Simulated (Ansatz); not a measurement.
`[F][Hf]([Cl])([Cl])[Br]` + H₂O → `[OH][Hf]([F])([Cl])[Cl]` + HBr at 500 K and 1 bar (formal hydrolysis of the Hf–Br bond).

Calculated with Ansatz (gas phase, PBE0-D4/def2-TZVP geometries, no zero-point term in ΔE). CBS: MP2 limit from def2 TZ/QZ plus the TZ coupled-cluster correction, frozen cores. This one scheme is used for every species. def2 core potentials past Kr. For Br, Hf outer-core shells are correlated without core-valence functions, which leaves a few kJ/mol of doubt a bond. Scalar relativity is left out up to krypton. One conformer a species, not always the lowest.

```
                  species  CCSD(T)/CBS energy (Eh)  H − E (kJ/mol)  S (J/(mol·K))
`[F][Hf]([Cl])([Cl])[Br]`              -3640.88543            56.5          447.8
                      H₂O                -76.37941            73.2          206.3
`[OH][Hf]([F])([Cl])[Cl]`              -1143.33676            90.4          446.2
                      HBr              -2573.91920            30.5          213.7
```

H − E and S are ideal-gas, rigid-rotor, harmonic terms from PBE0-D4/def2-TZVP, for one conformer and one mirror image of each species. 1 Eh = 2625.50 kJ/mol, R = 8.31446 J/(mol·K).

Q: By hand: ΔE, ΔH, ΔS and ΔG.

A: ΔE = (-1143.33676) + (-2573.91920) − (-3640.88543) − (-76.37941) = 0.00888 Eh = 23.3 kJ/mol. Δ(H − E) = 90.4 + 30.5 − 56.5 − 73.2 = -8.8, so ΔH = 14.5 kJ/mol. ΔS = 446.2 + 213.7 − 447.8 − 206.3 = 5.8 J/(mol·K). ΔG = 14.5 − 500 × (5.8)/1000 = 11.6 kJ/mol.

Q: By hand: the equilibrium constant, and the temperature at which ΔG would vanish if ΔH and ΔS stayed fixed.

A: log₁₀ K = −ΔG/(RT ln 10) = -1.2. ΔG = 0 at ΔH/ΔS = 2500 K, though so small a ΔS makes that figure unsure.

The number of gas molecules stays the same, so ΔS is small and ΔH decides. A doubt of 5 kJ/mol in ΔE shifts log₁₀ K by 0.5 here. Other conformers and mirror images would add mixing entropy, several J/(mol·K) or more a flexible species. These are equilibria of isolated gas molecules and say nothing of rates. Largest T1 diagnostic: 0.015 (customary marks: 0.02 for closed shells, 0.045 for open ones).
